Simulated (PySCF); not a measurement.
Gas-phase reaction: 2 TiCl3OH + Cl2 ⇌ 2 TiCl4 + 2 H + 2 O, at 1800 K and a standard pressure of 1 bar. Level: GFN2-xTB.

Computed with PySCF (xtb for GFN2) and rigid-rotor harmonic-oscillator thermochemistry at 1 bar. Open shells (unrestricted): H (multiplicity 2), O (multiplicity 3, electronic degeneracy 9); the rest are closed-shell singlets. GFN2 has no spin-polarisation term. Spin-orbit splitting is ignored; it lowers the true energy and changes the entropy of O. TiCl3OH: computed as isolated molecules; such fragments, hydroxides, amides, oligomers or adducts are transient or little studied in the gas. The harmonic model lacks anharmonicity and excited electronic states, which grow with temperature; levels with a mode under 35 cm⁻¹ are left out. Soft modes under 120 cm⁻¹ make the harmonic entropy rough for TiCl3OH, TiCl4. Warning, point group unlike the PBE0 one: TiCl3OH (GFN2-xTB).

| species | E (Ha) | H(1800 K) − E (kJ/mol) | S°(1800 K) (J/mol/K) |
|---|---|---|---|
| TiCl3OH | -20.06789 | 249.8 | 586.0 |
| Cl2 | -9.07933 | 67.6 | 289.2 |
| TiCl4 | -20.05249 | 195.2 | 550.1 |
| H | -0.39348 | 37.4 | 152.1 |
| O | -3.76761 | 37.4 | 199.1 |
E: electronic energy; H − E holds the zero-point and thermal terms. 1 Ha = 2625.5 kJ/mol.

Work out ΔH°, ΔS°, ΔG° and log10 K from these numbers.

1. ΔE = 2×(-20.05249) + 2×(-0.39348) + 2×(-3.76761) − 2×(-20.06789) − 1×(-9.07933) = 0.78795 Ha = 2068.8 kJ.
2. Δ(H − E) = 2×(195.2) + 2×(37.4) + 2×(37.4) − 2×(249.8) − 1×(67.6) = -27.2 kJ, so ΔH° = 2041.6 kJ.
3. ΔS° = 2×(550.1) + 2×(152.1) + 2×(199.1) − 2×(586.0) − 1×(289.2) = 341.4 J/K; the number of gas molecules changes by +3.
4. ΔG° = ΔH° − TΔS° = 2041.6 − 1800×(341.4)/1000 = 1427.1 kJ.
5. log10 K = −ΔG°/(RT ln 10) = -41.41, with RT ln 10 = 34.46 kJ/mol; at standard pressures the reactants are favoured.
6. A shift of 10 kJ in ΔE would move log10 K by 0.29 here.
For scale, ΔH°(298 K) is 2023 kJ at this level, 1208 kJ at ωB97M-V/def2-TZVP†, and runs from 650 to 2023 kJ over the 19 levels computed († marks an energy on the PBE0/def2-TZVP geometry).
